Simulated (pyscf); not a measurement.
**`[F][BH][SiH3]`, singlet**

Gas-phase minimum from PySCF at ωB97X-D3(BJ)/def2-SVP, one conformer. 

SMILES: FB[SiH3]
```xyz
7

F     -0.9082     0.3699     1.8999
B     -1.4173     0.2093     0.6845
Si    -0.2072    -0.1881    -0.9058
H     -2.6239     0.3129     0.5891
H     -0.6167    -1.4898    -1.5181
H     -0.3919     0.8780    -1.9384
H      1.2366    -0.2592    -0.5337
```

Bonds (Å): F1–B2 1.328, B2–Si3 2.037, B2–H4 1.215, Si3–H5 1.496, Si3–H6 1.496, Si3–H7 1.493. Angles (°): F1–B2–Si3 120.7, F1–B2–H4 116.3, Si3–B2–H4 123.0, B2–Si3–H5 109.1, B2–Si3–H6 109.1, B2–Si3–H7 112.9, H5–Si3–H6 107.7, H5–Si3–H7 109.0, H6–Si3–H7 109.0.

Properties at ωB97X-D3(BJ)/def2-SVP:

```yaml
harmonic_wavenumbers_unscaled: 48, 243, 450, 510, 691, 827, 906, 950, 957, 1118, 1334, 2238, 2238, 2254, 2602 cm⁻¹
zero_point_energy: 24.8 kcal/mol
rotational_symmetry_number: 1
Entropy of this conformer at 298 K and 1 atm, rigid rotor and harmonic oscillator, modes under 100 cm⁻¹ raised to 100: 291.5 J/(mol K)
dipole_moment: 0.45 D
```

Single-point totals, which compare only within one level (frozen core for MP2 and CC):

| level | total energy (hartree) |
|---|---|
| ωB97X-D3(BJ)/def2-TZVP | -416.72868 |
| PBE/def2-TZVP | -416.37277 |
| r²SCAN/def2-TZVP | -416.58067 |
| B3LYP-D3(BJ)/def2-TZVP | -416.71102 |
| PBE0-D3(BJ)/def2-TZVP | -416.41468 |
| M06-2X/def2-TZVP | -416.59859 |
| ωB97M-D3(BJ)/def2-TZVP | -416.73623 |
| HF/def2-TZVPP | -415.47632 |
| MP2/def2-TZVPP | -415.95168 |
| CCSD/def2-TZVPP | -415.98783 |
| CCSD(T)/def2-TZVPP | -416.00327 |

The lowest mode is so soft that the shape along it may change with the basis. Soft torsions are taken as harmonic, which can shift the entropy by several J/(mol K). The CCSD(T) − MP2 part came from Ansatz, without density fitting, on the same reference.
